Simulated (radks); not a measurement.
Te I, 52 electrons, occupied as [Kr] 4d10 5s2 5p4 (the NIST ground configuration).

Method: scalar-relativistic Kohn-Sham, r2SCAN, spin-polarised, spherical densities, finite nucleus; open shells are filled with parallel spins first (spin-orbit coupling, left out, can overturn this in heavy ions); meta-GGA in the generalised Kohn-Sham scheme; Fermi nuclear charge, rms radius 4.7423 fm; computed with a radial shooting solver on a logarithmic mesh with Libxc functionals.

Energy parts (hartree):
| part | energy |
|---|---|
| total | -6795.21333 |
| kinetic | 7119.62186 |
| electron-nucleus | -16437.05200 |
| Hartree | 2698.35285 |
| exchange-correlation | -176.13604 |

Orbitals (lengths in bohr, moments of r in powers of bohr; r(max) is where P^2 peaks; r(90%) holds 90 % of the orbital's charge):
| orbital | occ. | eigenvalue (hartree) | r(90%) | r(max) | <r^2> |
|---|---|---|---|---|---|
| 1s up | 1 | -1164.383 | 0.0500 | 0.01794 | 0.001049 |
| 1s down | 1 | -1164.380 | 0.0500 | 0.01794 | 0.001049 |
| 2s up | 1 | -179.1617 | 0.185 | 0.1013 | 0.01693 |
| 2s down | 1 | -179.1615 | 0.185 | 0.1013 | 0.01693 |
| 2p up | 3 | -160.7194 | 0.171 | 0.08125 | 0.01340 |
| 2p down | 3 | -160.7176 | 0.171 | 0.08125 | 0.01340 |
| 3s up | 1 | -35.89337 | 0.472 | 0.2922 | 0.1181 |
| 3s down | 1 | -35.89186 | 0.472 | 0.2922 | 0.1181 |
| 3p up | 3 | -29.85766 | 0.480 | 0.2860 | 0.1186 |
| 3p down | 3 | -29.85558 | 0.480 | 0.2860 | 0.1186 |
| 3d up | 5 | -20.74712 | 0.466 | 0.2383 | 0.1043 |
| 3d down | 5 | -20.74496 | 0.466 | 0.2383 | 0.1043 |
| 4s up | 1 | -6.19260 | 1.10 | 0.7017 | 0.6624 |
| 4s down | 1 | -6.18755 | 1.11 | 0.7019 | 0.6629 |
| 4p up | 3 | -4.31336 | 1.20 | 0.7382 | 0.7700 |
| 4p down | 3 | -4.30902 | 1.20 | 0.7386 | 0.7696 |
| 4d up | 5 | -1.56800 | 1.49 | 0.8104 | 1.117 |
| 4d down | 5 | -1.56068 | 1.48 | 0.8105 | 1.104 |
| 5s up | 1 | -0.59936 | 3.10 | 1.809 | 5.044 |
| 5s down | 1 | -0.53588 | 3.11 | 1.797 | 5.038 |
| 5p up | 3 | -0.25124 | 3.95 | 2.170 | 7.948 |
| 5p down | 1 | -0.18954 | 4.11 | 2.166 | 8.464 |

The highest occupied level is 5p down at -5.158 eV. Spin moment in Bohr magnetons: 2.
